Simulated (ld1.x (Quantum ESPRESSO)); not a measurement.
## Transferability test, TM potential for titanium

Ti, norm-conserving Troullier–Martins (Kleinman–Bylander form), made with ld1.x (Quantum ESPRESSO) 7.5 (PBE, scalar-relativistic). Core [Ne], reference 3s2 3p6 3d2 4s1.5 4p0 (charge +0.5). Waves: 3s (bound): rc 1.25 bohr; 3p (bound): rc 1.70 bohr; 3d (bound): rc 1.30 bohr. Local part: the d channel. Core correction: none.

Occupied shells without a wave of their own: 4s. They enter only through the test configuration that unscreens the potential.

Energies are relative to the spin-unpolarised reference configuration 3s2 3p6 3d2 4s1.5 4p0; without spin polarisation the order of configurations can differ from experiment.

(1) Give the all-electron excitation energy and the error of the potential for: 3s2 3p6 3d2 4s2 4p0; 3s2 3p6 3d2 4s1 4p0; 3s2 3p6 3d2 4s0 4p0; 3s2 3p6 3d2.5 4s1.5 4p0; 3s2 3p6 3d2 4s0 4p2; 3s2 3p6 3d2 4s0 4p1; 3s2 3p6 3d1 4s0 4p0.

Levels in the configuration 3s2 3p6 3d2 4s0 4p0:

```tsv
level	all-electron (eV)	pseudo (eV)
3s	-78.550	-78.992
3p	-54.765	-55.211
3d	-19.680	-20.064
```

## Answers

(1)

```tsv
valence configuration	charge	ΔE all-electron (eV)	error AE − PS (meV)
3s2 3p6 3d2 4s2 4p0	0	-2.937	+109
3s2 3p6 3d2 4s1 4p0	+1	4.410	-147
3s2 3p6 3d2 4s0 4p0	+2	17.982	-591
3s2 3p6 3d2.5 4s1.5 4p0	0	-2.584	+9.3
3s2 3p6 3d2 4s0 4p2	0	3.351	-372
3s2 3p6 3d2 4s0 4p1	+1	8.186	-465
3s2 3p6 3d1 4s0 4p0	+3	44.930	-1019
```

The 4s level has no wave, so the channel is fitted at the deeper level alone: the likely source of the large errors.
